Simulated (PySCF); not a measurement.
¹⁵N chemical shifts

Level of theory: GFN2-xTB geometry, PBE0/pcSseg-1 with gauge-including orbitals, in PySCF 2.14.0 with density-fitted response routines (gas phase, averaged over atoms made equivalent by symmetry, fast rotation or ring inversion, non-relativistic Hamiltonian, one conformer).

Shieldings were converted by a linear fit to measured shifts: ¹⁵N: δ = -148.07 − 0.921σ (rms 6.3 ppm, 71 shifts vs CH3NO2, solution or neat liquid). A few per cent of atoms miss by over 2 rms, more outside the fitted compound classes.

Task: Give the ¹⁵N shifts of `CS(=O)(=O)c1ncon1`, `CCCNCC`, `CCCNCC`, `O=Cc1ccnnn1`, `O=Cc1ccnnn1`, `CCN(C)CC`.

Result: 
```csv
compound,environment,δ (ppm)
[CH3:1][S:2](=[O:3])(=[O:4])[c:5]1[n:6][cH:7][o:8][n:9]1,N9: pyridine-type nitrogen of an azole,-19.1
[CH3:1][S:2](=[O:3])(=[O:4])[c:5]1[n:6][cH:7][o:8][n:9]1,N6: pyridine-type nitrogen of an azole,-134.0
CCCNCC,amine nitrogen,-330.6
CCCNCC,amine nitrogen,-330.6
[O:1]=[CH:2][c:3]1[cH:4][cH:5][n:6][n:7][n:8]1,N7: pyridine-type ring nitrogen,103.4
[O:1]=[CH:2][c:3]1[cH:4][cH:5][n:6][n:7][n:8]1,N6: pyridine-type ring nitrogen,30.8
[O:1]=[CH:2][c:3]1[cH:4][cH:5][n:6][n:7][n:8]1,N8: pyridine-type ring nitrogen,13.9
[O:1]=[CH:2][c:3]1[cH:4][cH:5][n:6][n:7][n:8]1,N7: pyridine-type ring nitrogen,103.4
[O:1]=[CH:2][c:3]1[cH:4][cH:5][n:6][n:7][n:8]1,N6: pyridine-type ring nitrogen,30.8
[O:1]=[CH:2][c:3]1[cH:4][cH:5][n:6][n:7][n:8]1,N8: pyridine-type ring nitrogen,13.9
CCN(C)CC,amine nitrogen,-338.7
```

Task: Order these by ¹⁵N shift, lowest first.
A. CCCNCC
B. O=CN[C@@H]1CC[C@H]1F
C. C=C[C@@H](F)C(=O)NC

Result: A (-330.6 ppm, amine nitrogen), C (-290.5 ppm, amide-type nitrogen), B (-250.5 ppm, amide-type nitrogen).
